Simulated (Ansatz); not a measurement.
`[O]=[Cr](=[O])([OH])[OH]`. Charge 0, multiplicity 1.

```xyz
7

O    -1.093   -1.391    0.258
Cr   -0.068   -0.324   -0.188
O     0.648   -0.743   -1.491
O     1.148   -0.114    1.044
O    -0.927    1.172   -0.432
H     0.863   -0.336    1.938
H    -0.571    1.736   -1.129
```

Task: List the harmonic frequencies (cm⁻¹, unscaled) at PBE0-D4/def2-TZVP in Ansatz. (Best estimate.)

Result: The calculation gave: 229, 276, 304, 334, 352, 370, 416, 763, 765, 790, 809, 1125, 1146, 3843, 3848.

Task: Is this a minimum?

Result: Yes, all 15 modes are real.

Task: Give the ideal-gas thermochemistry at 298.15 K and 1 bar (rigid rotor, harmonic oscillator; point group C2, symmetry number 2).

Result: Zero-point energy 91.9 kJ/mol; H(298) − E = 110.1 kJ/mol; entropy 313.8 J/(mol·K), of which translation 168.4, rotation 102.7, vibration 42.8; G(298) − E = 16.5 kJ/mol.
